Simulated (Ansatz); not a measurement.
Coupled-cluster run, CCl2FNSi (`N#C[Si](F)(Cl)Cl`).

```yaml
crystal:
  periodic: [false, false, false]
  atoms:
    - {symbol: N, position_ang: [1.752633, -1.361030, 1.114171]}
    - {symbol: C, position_ang: [0.923124, -0.763298, 0.585927]}
    - {symbol: Si, position_ang: [-0.381920, 0.210333, -0.249428]}
    - {symbol: F, position_ang: [-1.471547, -0.801895, -0.758763]}
    - {symbol: Cl, position_ang: [0.422883, 1.177069, -1.812454]}
    - {symbol: Cl, position_ang: [-1.203073, 1.474720, 1.074346]}
basis:
  gaussian: {orbitals: def2-TZVPP}
correlation: {method: ccsd_t}
output: {orbitals: {seedname: orbitals}}
```

```sh
$ ansatz run in.yaml --threads 4 --pin off --events-out ev --progress --plain
```

Output of Ansatz, abridged:

```
Functional definition: HF
1355 factors; integrals over basis functions are off by at most 7.9e-4 eV
mean field evaluation 1: about -38091.4396 eV, gradient 4.1e1 eV
mean field evaluation 2: about -38091.8247 eV, gradient 4.2e1 eV
mean field evaluation 4: about -38095.5483 eV, gradient 4.5e0 eV
mean field evaluation 8: about -38095.6352 eV, gradient 5.2e-1 eV
mean field -38095.63612511 eV, -1399.9888054481 hartree, gradient 2.2e-6 eV, S^2 0.000000; 0 other end points of the search recorded, 0 dependent functions left out
18 core orbitals not correlated: weight in the atoms' cores, before any rotation towards them, 1.000 or more for the frozen orbitals, at most 0.000 for the correlated occupied ones
reference -38095.63612511 eV, -1399.9888054481 hartree; 17, 17 occupied and 184, 184 virtual orbitals, 1355 factors
second order -28.93229578 eV of doubles, -0.00000000 eV of singles
cycle   1  -28.89210922 eV  change    4.0e-2 eV  update   1.2e-1
cycle   2  -29.60000473 eV  change   -7.1e-1 eV  update   3.7e-2
cycle   3  -29.75876567 eV  change   -1.6e-1 eV  update   1.6e-2
cycle   4  -29.74756765 eV  change    1.1e-2 eV  update   4.2e-3
cycle   5  -29.74801052 eV  change   -4.4e-4 eV  update   1.9e-3
cycle   6  -29.74976945 eV  change   -1.8e-3 eV  update   5.0e-4
cycle   7  -29.74980859 eV  change   -3.9e-5 eV  update   1.8e-4
cycle   8  -29.74982650 eV  change   -1.8e-5 eV  update   4.8e-5
cycle   9  -29.74986001 eV  change   -3.4e-5 eV  update   1.6e-5
perturbative correction -1.32152889 eV, -0.0485652908 hartree
Total energy: -38126.70751400 eV, -1401.1306579289 hartree
```

It took 49 s on 4 threads of a server CPU on a shared host, with 3.2 GiB of host memory at the peak.

The correlation energy is -31.071 eV, 4.3 % of it from (T); the T1 diagnostic reads 0.0117.
